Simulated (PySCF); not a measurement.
**BeI⁻: energy against distance**

Set-up: Be def2-SVPD, I def2-SVPD with ECP28; scalar-relativistic core potentials (PySCF 2.14). Energies in eV from Be + I⁻ in their ground configurations at the same level. All curves are PBE0. state 1: ¹Σ⁺ (singlet), closed shell; state 2: ³Π (triplet), unpaired electrons σ ↑, π ↑, a second solution, started from another occupation.

```tsv
R (Å)	state 1	state 2
2.208	-0.5840	0.4235
2.311	-0.7283	0.3477
2.414	-0.8026	0.3498
2.491	-0.8271	0.3857
2.568	-0.8326	0.4416
2.645	-0.8244	0.5111
2.748	-0.7982	0.6173
2.876	-0.7501	0.7601
3.030	-0.6802	0.9333
3.236	-0.5807	1.1511
```

Problem. Put a parabola through the three lowest points of the state 1 curve and estimate Re, k and ωe (reduced mass 8.415 u; 1 eV/Å² = 0.16022 mdyn/Å; ωe = 1302.8·√(k/μ) cm⁻¹).

Solution. Through R = 2.491, 2.568, 2.645 Å the second-order coefficient is 1.16 eV/Å², so Re ≈ 2.560 Å, k ≈ 0.370 mdyn/Å and ωe ≈ 273 cm⁻¹. A polynomial fit of higher order to the unrounded PBE0 energies gives Re = 2.556 Å, k = 0.388 mdyn/Å, ωe = 280 cm⁻¹; anharmonicity and rounding make the difference.

The higher-order fit for each curve: state 1: Re = 2.556 Å, ωe = 280 cm⁻¹, De = 0.83 eV; state 2: Re = 2.357 Å, ωe = 441 cm⁻¹, minimum 0.341 eV above the ground-state fragments.

Spin–orbit coupling is left out. For an ion De counts to the pair picked by the measured ionisation energies or electron affinities, which need not be the lowest pair at this level. The highest Kohn–Sham level is positive in this anion. Much of that is self-interaction error, but it also means that the finite basis helps to hold the extra electron.
